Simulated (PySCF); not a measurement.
SMILES BrCBr, CAM-B3LYP/def2-SVP optimised geometry.

```
5

Br     1.36    -0.62     0.00
C     -0.57    -0.62     0.00
Br    -1.36     1.14     0.00
H     -0.90    -1.14    -0.90
H     -0.90    -1.14     0.90
```

Density from PySCF 2.14.0 with CAM-B3LYP/def2-TZVP at that geometry.

Minimum of the electron density along straight lines between bonded atoms, close to the bond critical point (lines longer than 1.1 times the sum of covalent radii, or with two minima, are not listed):

```tsv
bond	length / Å	ρ at the minimum / e bohr⁻³	∇²ρ there / e bohr⁻⁵	position (fraction from the first atom)
Br1–C2	1.926	0.158	-0.17	0.55
C2–Br3	1.926	0.158	-0.17	0.45
C2–H4	1.093	0.288	-1.04	0.66
C2–H5	1.093	0.288	-1.04	0.66
```
